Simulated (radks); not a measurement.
Ionisation ladder of rubidium, from Rb to Rb21+. Each ion is in the ground configuration listed by NIST, and IE = E(next ion) - E(this ion). Calculated with a radial shooting solver on a logarithmic mesh with Libxc functionals: scalar-relativistic Kohn-Sham, BLYP, spin-polarised, spherical densities, finite nucleus; open shells are filled with parallel spins first (spin-orbit coupling, left out, can overturn this in heavy ions); Fermi nuclear charge, rms radius 4.2036 fm.

| species | configuration | IE, Delta-SCF (eV) | -e(HOMO) (eV) | HOMO | <r> HOMO (bohr) |
|---|---|---|---|---|---|
| Rb | [Kr] 5s1 | ? | 2.319 | 5s up | 5.10 |
| Rb+ | [Kr] | 27.197 | 21.476 | 4p | 1.72 |
| Rb2+ | [Ar] 3d10 4s2 4p5 | ? | 33.069 | 4p down | 1.64 |
| Rb3+ | [Ar] 3d10 4s2 4p4 | 51.828 | 45.407 | 4p down | 1.58 |
| Rb4+ | [Ar] 3d10 4s2 4p3 | 68.874 | 61.767 | 4p up | 1.51 |
| Rb5+ | [Ar] 3d10 4s2 4p2 | 83.434 | 76.094 | 4p up | 1.46 |
| Rb6+ | [Ar] 3d10 4s2 4p1 | 98.315 | 90.862 | 4p up | 1.42 |
| Rb7+ | [Ar] 3d10 4s2 | 133.84 | 125.73 | 4s | 1.28 |
| Rb8+ | [Ar] 3d10 4s1 | 152.71 | 144.22 | 4s up | 1.25 |
| Rb9+ | [Ar] 3d10 | 276.86 | 257.65 | 3d | 0.512 |
| Rb10+ | [Ar] 3d9 | 316.46 | 296.44 | 3d down | 0.498 |
| Rb11+ | [Ar] 3d8 | ? | 336.86 | 3d down | 0.486 |
| Rb12+ | [Ar] 3d7 | 400.33 | 378.82 | 3d down | 0.474 |
| Rb13+ | [Ar] 3d6 | 444.41 | 422.23 | 3d down | 0.464 |
| Rb14+ | [Ar] 3d5 | 503.47 | 479.73 | 3d up | 0.449 |
| Rb15+ | [Ar] 3d4 | 552.06 | 527.61 | 3d up | 0.440 |
| Rb16+ | [Ar] 3d3 | 602.04 | 576.92 | 3d up | 0.431 |
| Rb17+ | [Ar] 3d2 | ? | 627.57 | 3d up | 0.422 |
| Rb18+ | [Ar] 3d1 | 705.78 | 679.47 | 3d up | 0.414 |
| Rb19+ | [Ar] | 862.11 | 838.05 | 3p | 0.448 |
| Rb20+ | [Ne] 3s2 3p5 | 910.71 | 886.61 | 3p down | 0.443 |
| Rb21+ | [Ne] 3s2 3p4 | 959.17 | 935.20 | 3p down | 0.438 |

Estimate the withheld Delta-SCF values.

Answer. Rb: 4.279 eV (NIST 4.177); Rb2+: 39.175 eV (NIST 39.247); Rb11+: 357.65 eV (NIST 356); Rb17+: 653.31 eV (NIST 654).
